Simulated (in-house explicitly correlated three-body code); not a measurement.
Computed with an exponentially correlated three-body code. Model: two electrons around a point charge, non-relativistic, variational in 260 exponentially correlated functions (energies converged to about 1e-7 hartree, or 1e-8 relative for large Z).

Command:
```bash
python run_hyl.py task.json out
```
Settings (lengths in bohr, energies in hartree):
```
Z                      18
screening              7.2
interaction_strength   1
functions              260
states_tried           1
```

Run time, properties included: 9.5 s on 1 thread of Arm Neoverse V2 (shared host).

**Ground state only, binding against the one-electron ion.**

Given: nuclear charge 18; Yukawa screening of all interactions 7.2 1/bohr.

Computed: one-electron threshold -64.273851 hartree.

| term | energy (hartree) | binding (eV) |
| --- | --- | --- |
| 1 1S | -123.298783 | 1606.2 |

**Converged states only, values per electron or pair (inverse distances are <exp(-kr)/r>).**

| term | mean r (bohr) | mean r squared (bohr²) | mean inverse r (1/bohr) | mean r12 (bohr) | mean inverse r12 (1/bohr) | mean cosine | mean p1 dot p2 (bohr⁻²) | delta r1 (bohr⁻³) | delta r12 (bohr⁻³) |
| --- | --- | --- | --- | --- | --- | --- | --- | --- | --- |
| 1 1S | 0.096262 | 0.012738 | 10.796 | 0.14186 | 5.1219 | -0.0064417 | 1.6278 | 1482.2 | 156.7 |

**Static dipole response.**

```csv
state,polarisability (bohr³)
1 1S,0.00017056
```
